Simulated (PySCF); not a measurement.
**Telling isomers of C7H15P apart by NMR**

Calculated, not measured (PySCF 2.14.0 with density-fitted response routines): geometry from GFN2-xTB, PBE0/pcSseg-1 with gauge-including orbitals. Non-relativistic Hamiltonian, isolated molecule, equivalent nuclei averaged, a single conformation.

δ = σ(ref) − σ, references computed at the same level: TMS for ¹H (σref 31.72) and ¹³C (σref 186.93). Splittings of carbon signals by F and P are missing where no couplings were computed. Where no couplings were computed, multiplicities follow the n + 1 count of equivalent neighbours, and m marks all less simple cases (inequivalent or close neighbours, rings, F or P nearby). Shifts are as computed. Against solution values, carbons near 30 ppm lie about +3 ppm off and those near 130 ppm about +5 ppm. Of 1211 compounds with measured shifts, 218 miss one by over three times the rms of a fit or turn the order of signals round; such compounds aren't used in these exercises.

(1) Tabulate the signals of `CC(C)(C)P1CCC1`, `C/C=P/CC(C)(C)C` and their relative energies.

(2) What is the quickest way to tell CC(C)(C)P1CCC1 from C/C=P/CC(C)(C)C?

Answers

(1) 
| SMILES | carbon types | δC | δH | E rel. (kcal/mol) |
| --- | --- | --- | --- | --- |
| CC(C)(C)P1CCC1 | 1×C 3×CH2 3×CH3 | 33.2, 27.5, 26.6, 18.2 | 2.75 (m, 2H), 1.93 (m, 4H), 1.19 (m, 9H) | 0.0 |
| C/C=P/CC(C)(C)C | 1×C 1×CH 1×CH2 4×CH3 | 204.9, 57.9, 33.3, 32.8, 26.3 | 9.13 (m, 1H), 2.45 (m, 3H), 2.18 (m, 2H), 1.08 (s, 9H) | 2.7 |

Energies are electronic energies at PBE0/pcSseg-1 on these geometries, without zero-point or thermal terms, each for the one conformer computed, which needn't be the lowest.

(2) Count the carbon signals: 4 against 5. The first has an sp3 CH2 bonded to P at 18.2 ppm, the second a carbon double-bonded to a heavier main-group atom (CH) at 204.9 ppm. Their most deshielded carbons lie at 33.2 and 204.9 ppm. In the proton spectra the most deshielded non-exchanging signals are 2.75 (m, 2H) and 9.13 (m, 1H).
